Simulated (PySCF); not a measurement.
CH4OZn, SMILES [CH3][Zn][OH] (connectivity only; charge and spin as stated), charge -1, multiplicity 2.

Geometry optimised at B3LYP-D3(BJ)/def2-SVPD. The multiplicity is an assumed one; other spin states were not compared. The isomer is the one that the SMILES or the coordinates give; other isomers of the formula were not compared. The values are those of a single conformer.

The numbers are results of PBE/def2-TZVPD (PySCF), not measurements.

 A positive occupied level means that this level leaves the electron formally unbound; only the finite basis holds it.

Computed frontier levels, dipole moment and polarisability:
α spin, highest occupied and lowest empty level: 1.60 and 2.75 eV
β spin, highest occupied and lowest empty level: -1.13 and 2.39 eV
dipole moment about the centre of nuclear charge: 1.54 D
mean static polarisability: 192.2 bohr³ (28.49 Å³)
polarisability, principal values: 137.7, 173.2, 265.7 bohr³
⟨S²⟩: 0.751 (pure state 0.75)
